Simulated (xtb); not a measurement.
H₃O₂SbTe, SMILES [OH][Sb]([OH])[TeH]. All values are semi-empirical tight-binding results from xtb (GFN2-xTB unless named), good for trends rather than for accurate numbers. Coordinates come from a GFN2-xTB optimisation. The structure was generated by enumeration; whether it is a known compound was not checked. Other conformers were not sampled.

Optimised geometry:

Bonds (Å): Sb1–O2 1.940, Sb1–O4 1.983, Sb1–Te6 2.751, O2–H3 0.957, O4–H5 0.955, Te6–H7 1.641. Bond angles (°): O2–Sb1–O4 88.1, O2–Sb1–Te6 96.7, O4–Sb1–Te6 94.6, Sb1–O2–H3 107.6, Sb1–O4–H5 113.3, Sb1–Te6–H7 91.6.

For metal compounds this method's bond lengths and energies can be far off.

| Property | Value |
|---|---|
| orbital gap | 3.93 eV |
| zero-point energy | 19.4 kcal/mol |
| G − E(el) at 298.15 K (modified RRHO) | -2.4 kcal/mol |

Computed atomic charges and the Wiberg bond orders between heavy atoms:
charges (e) Sb1 0.45, O2 -0.52, H3 0.32, O4 -0.54, H5 0.29, Te6 0.00, H7 0.02. Bond orders Sb1–O2 1.16, Sb1–O4 1.11, Sb1–Te6 1.01.
